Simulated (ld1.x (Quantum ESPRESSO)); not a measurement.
# Scattering properties, PAW potential for C

* Element: C
* Generator: ld1.x (Quantum ESPRESSO) 7.5
* Type: PAW
* Functional: revPBE
* Relativity: non-relativistic
* Frozen core: [He]
* Valence charge: 4
* Reference configuration: 2s2 2p2
* Partial waves: 2s (bound): rcut 0.90, rcutus 1.20 bohr; 2s channel at -0.65 Ry: rcut 0.90, rcutus 1.20 bohr; 2p (bound): rcut 2.25, rcutus 2.85 bohr; 2p channel at 0.25 Ry: rcut 2.25, rcutus 2.85 bohr
* Local potential: all-electron potential smoothed inside 2.10 bohr (lloc = -2)
* Core correction: Bessel-smoothed model core inside 0.60 bohr
* Augmentation charge: PSQ, inside the norm-conserving radii

The phase is arctan(r·u′/u) with u = r·R(r), unwrapped; energies in Ry, scanned from -3 to 5 Ry. A pole is an energy at which the radial function vanishes at the test radius. The pseudo phase is shifted by a multiple of π to meet the all-electron one at the reference energy, and phase errors are pseudo minus all-electron; the curves can meet again beyond the range given. Levels narrower than the energy grid can be missing from the lists of poles.

Question: For each channel, where are the poles, and over which energies does the pseudopotential scatter like the atom?

Answer:

```tsv
channel	radius (bohr)	reference energy (Ry)	poles, all-electron	poles, pseudo	unbroken range about the reference energy with phases within 0.05 rad	phase error 1 Ry above the reference energy (rad)
s	3.09	-1.01	-0.88, 3.00	-0.88, 3.01	the whole range	+0.000
p	3.09	-0.39	-0.18, 3.08	-0.18, 3.15	below 4.4	+0.000
```

The ghost test of this file was not conclusive. Its overlap operator is not positive definite in a basis up to 400 Ry (lowest eigenvalue s -0.82), so the file is unfit for use: the generalised eigenproblem breaks down once the basis is large enough, and its test numbers describe a broken file.

Phases in the s channel:

| E (Ry) | all-electron | pseudo |
| --- | --- | --- |
| -3.00 | 1.368 | 1.368 |
| -2.76 | 1.357 | 1.357 |
| -2.52 | 1.343 | 1.343 |
| -2.28 | 1.327 | 1.327 |
| -2.04 | 1.304 | 1.304 |
| -1.80 | 1.270 | 1.270 |
| -1.56 | 1.212 | 1.212 |
| -1.32 | 1.054 | 1.054 |
| -1.08 | -0.565 | -0.565 |
| -0.84 | -1.611 | -1.611 |
| -0.60 | -1.751 | -1.751 |
| -0.36 | -1.829 | -1.829 |
| -0.12 | -1.902 | -1.902 |
| 0.12 | -1.993 | -1.993 |
| 0.36 | -2.131 | -2.131 |
| 0.60 | -2.382 | -2.382 |
| 0.84 | -2.893 | -2.892 |
| 1.08 | -3.630 | -3.628 |
| 1.32 | -4.112 | -4.110 |
| 1.56 | -4.346 | -4.345 |
| 1.80 | -4.474 | -4.472 |
| 2.04 | -4.553 | -4.552 |
| 2.28 | -4.609 | -4.607 |
| 2.52 | -4.651 | -4.649 |
| 2.76 | -4.684 | -4.683 |
| 3.00 | -4.713 | -4.711 |
| 3.24 | -4.739 | -4.737 |
| 3.48 | -4.764 | -4.761 |
| 3.72 | -4.789 | -4.785 |
| 3.96 | -4.815 | -4.810 |
| 4.20 | -4.845 | -4.838 |
| 4.44 | -4.881 | -4.871 |
| 4.68 | -4.928 | -4.912 |
| 4.92 | -4.994 | -4.967 |
